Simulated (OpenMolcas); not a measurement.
Fe2+ among 6 point charges of -2.2 e arranged as a trigonal prism (D3h), 2.1 Å from the ion, with a polar angle of 48.6° against the regular 49.1°. The active orbitals were held to one l.

| Property | Result |
| --- | --- |
| Program | OpenMolcas |
| Method | CASSCF |
| Basis | ANO-RCC-VDZP [5s4p2d1f] |
| Scalar Hamiltonian | DKH2, point nucleus |
| Active space | 6 electrons in 5 orbitals (3d) |
| State averaging | 2S+1 = 5 even, 5 roots; 2S+1 = 3 even, 45 roots; 2S+1 = 1 even, 50 roots |
| Spin-orbit coupling | RASSI with atomic mean-field integrals over the reference wave functions |

Problem. What is the spin-free ground state (labels of D3, the rotations of D3h)?

Solution. 5E, 2-fold in its orbital part, 100 % from free-ion D terms; it has the highest spin that d6 allows.

Problem. Where is the first state of the same spin?

Solution. 5A1 at 4980 cm-1 above the ground state.

Problem. What are the lowest two levels with spin-orbit coupling?

Solution. A 2-fold level E with g = 0.00, 0.00, 12.01, then a 2-fold level 207.9 cm-1 above it. Their leading multiplicities are 5 (100 %) and 5 (100 %).

Problem. What is χT at 300 K, and how does it compare with the textbook value?

Solution. The lowest level has 2S+1 = 5, for which the spin-only value is χT = S(S+1) / 2 = 3.000 cm3 K/mol (g = 2). The computed 4.893 at 300 K differs by +1.893, through orbital momentum, spin-orbit coupling and any other state in reach.

An orbital doublet at a regular site is open to a Jahn-Teller distortion, which this geometry leaves out. Without dynamic correlation the repulsion within the d shell is too large (B by tens of per cent), so at a given field states of lower spin stand too high. This is an electrostatic model: the charges have no orbitals. An unlabelled pair can be two single states that coincide in this model. No measured value stands beside these numbers.

With an even number of electrons the g values are those of a degenerate or nearly degenerate non-Kramers pair.
